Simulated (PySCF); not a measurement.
ammonia borane (H$_{6}$BN), singlet, geometry from GFN2-xTB, atoms displaced at random by about 0.03 Å a coordinate.

PySCF was given this input:
```python
from pyscf import gto, scf, dft

mol = gto.Mole()
mol.atom = '''
    B    -0.96863649    0.12149279   -0.02107798
    N     0.72494157   -0.14024628   -0.04636047
    H    -1.34624159   -0.63540667   -0.86020390
    H    -1.03338721    1.24406057   -0.30115754
    H    -1.30489549   -0.15709803    1.02371031
    H     0.92606826   -1.03151465    0.25909316
    H     1.15514267    0.51489704    0.74475324
    H     1.08034187    0.13697128   -0.89488494
'''
mol.basis = 'def2-svp'
mol.verbose = 4
mol.build()

mf = dft.RKS(mol)
mf.xc = 'pbe0'
mf.kernel()
g = mf.nuc_grad_method()
grad = g.kernel()
```

**Question.** What total energy does PBE0/def2-SVP, gradient in PySCF give?

**Answer.** -83.019336 Ha

**Question.** What Mulliken (on the basis functions themselves) charges in atom order does PBE0/def2-SVP, gradient give?

**Answer.** B1 -0.21, N2 -0.05, H3 -0.07, H4 -0.07, H5 -0.06, H6 0.14, H7 0.18, H8 0.15

**Question.** Estimate the HOMO-LUMO gap that PBE0/def2-SVP, gradient returns for this input.

**Answer.** 8.29 eV

**Question.** Give the nuclear repulsion energy at the level PBE0/def2-SVP, gradient.

**Answer.** 40.6186 Eh

**Question.** Give the number of basis functions at the level PBE0/def2-SVP, gradient.

**Answer.** 58

**Question.** Give the HOMO energy at the level PBE0/def2-SVP, gradient.

**Answer.** -7.72 eV
